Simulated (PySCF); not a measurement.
C₆ coefficients of unlike pairs at MN15

Calculated with PySCF 2.14 from the dipole response of each species, C₆(A,B) = (3/π) ∫ α_A(iu) α_B(iu) du, in atomic units, from isotropic polarisabilities. For ions this is the dispersion term alone; charge-induced terms of lower order in 1/R come first.

| species | configuration | basis | relativity | α (bohr³) | C₆ (like pair) |
| --- | --- | --- | --- | --- | --- |
| W(3+) | [Xe] 4f14 5d3 (4F) | def2-QZVPPD with the def2 core potential (60 electrons) (7s6p4d3f2g) | core potential | 7.781 | 38.41 |
| Cu | [Ar] 3d10 4s1 (2S) | def2-TZVPPD (6s6p4d2f1g) | none | 49.03 | 295.8 |
| Ni+ | [Ar] 3d9 (2D) | aug-cc-pwCVTZ (10s9p7d4f3g) | none | 7.154 | 23.08 |

(1) Estimate C₆ for Ni+ with Cu.

No spin-orbit coupling is included.

The other pairs:

```json
{"pair": "Ni+, W(3+)", "C₆": "29.57"}
{"pair": "Cu, W(3+)", "C₆": "82.59"}
```

## Answers

(1) The integral gives 68.53. The combination rule 2 C_A C_B / (C_A α_B/α_A + C_B α_A/α_B) gives 67.82 and the geometric mean 82.62.
